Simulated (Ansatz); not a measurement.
CH9AlBNSi at its PBE0-D4/def2-TZVP geometry, where that method's forces vanish. Total charge 0; spin multiplicity 1. The bonds changed during the relaxation, so this is another structure than the one it started from.

```xyz
14

B     0.2166   -1.9021   -0.0423
Si    1.7217   -1.2215    0.8104
Al   -0.3995    0.2514    0.0152
C     0.1699    1.5745   -1.2968
N    -1.8850    0.4836    0.9464
H    -0.6073   -2.5142    0.5706
H    -0.0137   -1.6005   -1.1994
H     2.7322   -0.3294    0.1805
H     1.9851   -1.3514    2.2654
H    -0.6696    1.9326   -1.9006
H     0.6086    2.4475   -0.8030
H     0.9243    1.1727   -1.9782
H    -2.5552    1.2205    0.7947
H    -2.2282   -0.1637    1.6371
```

Question: What forces (eV/Å) does PBE-D4/def2-TZVPP give on these atoms in Ansatz 0.2.0? (Estimate.)

Answer: Ansatz gave: 
```
B1  -0.107 -0.013 -0.067
Si2  0.062 -0.047  0.015
Al3  0.221 -0.120 -0.096
C4  -0.025 -0.038  0.051
N5   0.123  0.003 -0.017
H6  -0.079 -0.079  0.061
H7  -0.009 -0.005 -0.100
H8   0.110  0.112 -0.061
H9   0.030 -0.007  0.165
H10 -0.152  0.070 -0.115
H11  0.081  0.161  0.082
H12  0.136 -0.073 -0.122
H13 -0.253  0.249 -0.043
H14 -0.138 -0.215  0.246
```
